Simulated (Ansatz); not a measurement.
The cluster AuCl2, relaxed as a doublet with UKS PBE0-D4/def2-TZVP in Ansatz, starting from the GFN2-xTB geometry. Force threshold 0.02 eV/Å.

In the def2 sets Au takes a core potential; there is no spin–orbit coupling. The relaxation made no stability test and no search for a lower SCF solution. The structure comes from a short search, and lower isomers may exist.

Start:

```xyz
3

Au    0.0000   -0.0003   -0.0003
Cl    1.3958    1.4266    1.0038
Cl   -1.3958   -1.4262   -1.0035
```

(1) Estimate the energy that the relaxation releases and the steps that it takes.

(2) Does the start keep its bonding and symmetry?

(3) Predict the relaxed structure.

Answers

(1) 1.7 kJ/mol, in 2 steps; 2.8 s on 4 threads of Arm Neoverse V1 on a shared host. No frequencies were taken in this run, so the end may be a saddle point.

(2) By distances, no bond broke or formed. The bond that changes most is Au1–Cl2, from 2.23 to 2.20 Å (atoms count from 1). Point group D∞h at the start, D∞h at the end, both within 0.05 Å.

(3) 
```xyz
3

Au    0.0000    0.0000    0.0000
Cl    1.3755    1.4056    0.9891
Cl   -1.3755   -1.4056   -0.9890
```
Bond lengths: 2 × Au–Cl 2.20 Å.
